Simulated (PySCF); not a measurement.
Molfile (atoms numbered from 1):
```
C6H12O2
     RDKit          3D

 20 19  0  0  0  0  0  0  0  0999 V2000
   -3.0682    0.2144   -0.7860 C   0  0  0  0  0  0  0  0  0  0  0  0
   -1.6634   -0.3239   -0.5715 C   0  0  0  0  0  0  0  0  0  0  0  0
   -1.0687    0.0808    0.7715 C   0  0  0  0  0  0  0  0  0  0  0  0
    0.3396   -0.4422    0.9989 C   0  0  0  0  0  0  0  0  0  0  0  0
    1.3662    0.2113    0.1104 C   0  0  0  0  0  0  0  0  0  0  0  0
    1.2092    1.2350   -0.5031 O   0  0  0  0  0  0  0  0  0  0  0  0
    2.5145   -0.4778    0.0994 O   0  0  0  0  0  0  0  0  0  0  0  0
    3.5610    0.0776   -0.6761 C   0  0  0  0  0  0  0  0  0  0  0  0
   -3.7608   -0.1449   -0.0074 H   0  0  0  0  0  0  0  0  0  0  0  0
   -3.4759   -0.0936   -1.7608 H   0  0  0  0  0  0  0  0  0  0  0  0
   -3.0797    1.3156   -0.7541 H   0  0  0  0  0  0  0  0  0  0  0  0
   -1.0034    0.0384   -1.3770 H   0  0  0  0  0  0  0  0  0  0  0  0
   -1.6703   -1.4262   -0.6477 H   0  0  0  0  0  0  0  0  0  0  0  0
   -1.7191   -0.2802    1.5859 H   0  0  0  0  0  0  0  0  0  0  0  0
   -1.0521    1.1808    0.8445 H   0  0  0  0  0  0  0  0  0  0  0  0
    0.6668   -0.2558    2.0366 H   0  0  0  0  0  0  0  0  0  0  0  0
    0.4059   -1.5335    0.8613 H   0  0  0  0  0  0  0  0  0  0  0  0
    4.3844   -0.6457   -0.6487 H   0  0  0  0  0  0  0  0  0  0  0  0
    3.2348    0.2471   -1.7127 H   0  0  0  0  0  0  0  0  0  0  0  0
    3.8913    1.0409   -0.2585 H   0  0  0  0  0  0  0  0  0  0  0  0
  1  2  1  0
  2  3  1  0
  3  4  1  0
  4  5  1  0
  5  6  2  0
  5  7  1  0
  7  8  1  0
  1  9  1  0
  1 10  1  0
  1 11  1  0
  2 12  1  0
  2 13  1  0
  3 14  1  0
  3 15  1  0
  4 16  1  0
  4 17  1  0
  8 18  1  0
  8 19  1  0
  8 20  1  0
M  END
```

Geometry: PBE0-D3(BJ)/def2-SVP; GIAO absolute shieldings from PySCF, gas phase, non-relativistic, averaged over equivalent atoms.

At wB97X-D/pcSseg-1 (196 basis functions, 38 s wall time on 1 thread of an Arm Neoverse V2, shared host):
```csv
atoms,σ (ppm)
C5,4.9
C8,132.0
C4,149.7
C3,157.1
C2,160.3
C1,168.0
O6,-99.5
O7,150.2
H18/H19/H20,27.78
H16/H17,29.22
H14/H15,30.06
H12/H13,30.26
H9/H10/H11,30.40
```

Task: What do these become at LDA/pcSseg-1?

Result: 
```json
{"atoms": "C5", "σ at LDA/pcSseg-1": "0.1", "change": "-4.8"}
{"atoms": "C8", "σ at LDA/pcSseg-1": "127.8", "change": "-4.2"}
{"atoms": "C4", "σ at LDA/pcSseg-1": "144.6", "change": "-5.1"}
{"atoms": "C3", "σ at LDA/pcSseg-1": "151.0", "change": "-6.1"}
{"atoms": "C2", "σ at LDA/pcSseg-1": "154.9", "change": "-5.4"}
{"atoms": "C1", "σ at LDA/pcSseg-1": "165.3", "change": "-2.7"}
{"atoms": "O6", "σ at LDA/pcSseg-1": "-105.5", "change": "-6.0"}
{"atoms": "O7", "σ at LDA/pcSseg-1": "130.2", "change": "-20.0"}
{"atoms": "H18/H19/H20", "σ at LDA/pcSseg-1": "27.13", "change": "-0.65"}
{"atoms": "H16/H17", "σ at LDA/pcSseg-1": "28.49", "change": "-0.73"}
{"atoms": "H14/H15", "σ at LDA/pcSseg-1": "29.43", "change": "-0.63"}
{"atoms": "H12/H13", "σ at LDA/pcSseg-1": "29.61", "change": "-0.65"}
{"atoms": "H9/H10/H11", "σ at LDA/pcSseg-1": "29.86", "change": "-0.54"}
```

The largest change is at O7 (ester alkoxy oxygen). Cost: 196 basis functions, 30 s wall time on 1 thread of an Arm Neoverse V2, shared host. The order of the carbon signals is the same at both levels.
